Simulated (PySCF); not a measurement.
Solvent effects on NMR parameters

Atom-mapped SMILES (the numbers label the heavy atoms): `[CH:1]#[C:2][C@@:3]1([CH3:4])[CH2:5][CH2:6][CH2:7][C@@H:8]1[CH2:9][CH3:10]`. Each H is labelled by its parent atom. Ha(C5), Ha(C6), Ha(C7) are cis to C9 on the ring; Ha(C9) is pro-R; Hb(C9) is pro-S; Hb(C5), Hb(C6), Hb(C7) are trans to C9 on the ring.

GIAO PBE0/pcSseg-1 in PySCF on one PBE0-D3(BJ)/def2-SVP conformer, non-relativistic, equivalent nuclei averaged. Solvents enter as an IEF-PCM continuum (dichloromethane with ε = 8.9, water with ε = 78.4) around the gas-phase geometry. Shifts are referred to TMS computed in the same medium.

In dichloromethane, δ in ppm: C2 98.5, C1 74.6, C8 54.7, C5 45.0, C3 41.3, C7 30.2, C9 26.4, C6 23.4, C4 21.0, C10 15.6, H(C1) 2.26, Hb(C7) 1.93, Hb(C5) 1.80, Hb(C6) 1.68. Dipole moment 1.13 D.

(1) How does each δ change in the more polar medium?

(2) Which nuclei move most (in ppm), and what does the model miss?

## Answers

(1) 
```csv
atoms,environment,"Δδ, water"
C2,alkyne carbon,+0.6
C1,terminal alkyne carbon,+0.2
C8,sp3 CH in a ring,+0.2
C5,sp3 CH2 in a ring,+0.2
C3,propargylic quaternary sp3 carbon,+0.1
C7,sp3 CH2 in a ring,+0.1
C9,sp3 CH2,+0.1
C6,sp3 CH2 in a ring,+0.1
C4,methyl carbon,+0.1
C10,methyl carbon,+0.1
H(C1),hydrogen on a terminal alkyne carbon,+0.07
Hb(C7),hydrogen on an sp3 CH2 in a ring,+0.01
Hb(C5),hydrogen on an sp3 CH2 in a ring,-0.01
Hb(C6),hydrogen on an sp3 CH2 in a ring,+0.01
```

Changes are relative to dichloromethane. The dipole moment becomes 1.23 D in water.

(2) C2 (alkyne carbon, +0.6 ppm) in water. A continuum only polarises the solute; specific hydrogen bonds, the anisotropy of aromatic solvents and changes of geometry or conformer are outside it.
